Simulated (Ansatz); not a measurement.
Basis sets compared for BeI2. Total charge 0; singlet. Geometry PBE-D4/def2-TZVP. Ansatz on 4 threads of Arm Neoverse V1 on a shared host; times are rough, and most runs start from earlier orbitals.

```tsv
atom	x (Å)	y (Å)	z (Å)
Be1	-0.0001	0.0002	0.0002
I2	-1.8373	-0.3181	-1.1076
I3	1.8375	0.3179	1.1074
```

In the def2 sets I takes a core potential; there is no spin–orbit coupling.

Binding counts from free atoms (Be singlet, I doublet) in the same basis, without a counterpoise term.

```tsv
level	functions	energy (Eh)	HOMO (eV)	LUMO (eV)	binding per atom (eV)	wall time
PBE-D4/def2-SVP	61	-610.1882	-6.81	-1.76	2.40	0.45 s
PBE0-D4/def2-SVP	61	-610.2485	-7.95	-1.06	2.37	0.76 s
```

Estimate the rows for PBE-D4/def2-TZVP (with forces), PBE0-D4/def2-TZVP.


| level | functions | energy (Eh) | HOMO (eV) | LUMO (eV) | binding per atom (eV) | wall time |
| --- | --- | --- | --- | --- | --- | --- |
| PBE-D4/def2-TZVP (with forces) | 119 | -610.2245 | -6.88 | -1.77 | 2.41 | 0.95 s |
| PBE0-D4/def2-TZVP | 119 | -610.2843 | -7.99 | -1.02 | 2.38 | 1.4 s |
